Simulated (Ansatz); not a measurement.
System: MnO (charge 0, sextet). SMILES: [O]=[Mn]
Structure (B3LYP-D3(BJ)/def2-TZVP (Ansatz, an electronic-structure program) minimum search):
```xyz
2

Mn     0.0000     0.0000    -0.3954
O      0.0000     0.0000     1.2356
```
Charge 0, spin multiplicity 6.

Quantity: size of the dipole moment, in D. Conventions: non-relativistic; 6-31G* and kin with 6d, 5d where marked; LANL2DZ with its own core potentials from Na on; open shells spin-unrestricted; no spin-orbit coupling. Ab initio and DFT rows: single points at B3LYP-D3(BJ) geometries (Ansatz).

```json
[
 {"level": "SVWN5/6-31G*", "program": "Ansatz", "size of the dipole moment (D)": "4.15"},
 {"level": "PBE/LANL2DZ", "program": "Ansatz", "size of the dipole moment (D)": "4.40"},
 {"level": "PBE/def2-SVP", "program": "Ansatz", "size of the dipole moment (D)": "4.05"},
 {"level": "PBE/6-31G* with LANL2DZ past Ar", "program": "Ansatz", "size of the dipole moment (D)": "3.94"},
 {"level": "BLYP/6-31G* with LANL2DZ past Ar", "program": "Ansatz", "size of the dipole moment (D)": "3.85"},
 {"level": "B3LYP/3-21G", "program": "Ansatz", "size of the dipole moment (D)": "3.78"},
 {"level": "B3LYP/LANL2DZ", "program": "Ansatz", "size of the dipole moment (D)": "5.03"},
 {"level": "B3LYP/6-31G*", "program": "Ansatz", "size of the dipole moment (D)": "4.55"},
 {"level": "B3LYP/6-31G* with LANL2DZ past Ar", "program": "Ansatz", "size of the dipole moment (D)": "4.54"}
]
```

No value to compare with is used here. The 9 habitual levels span 3.78 (B3LYP/3-21G) to 5.03 D (B3LYP/LANL2DZ).

The levels are drawn from those run, B3LYP/6-31G* more often than the rest, none by its result; left out are runs that failed, that the program found above a lower state of the same kind, or whose <S^2> lies over 0.5 above the pure value.
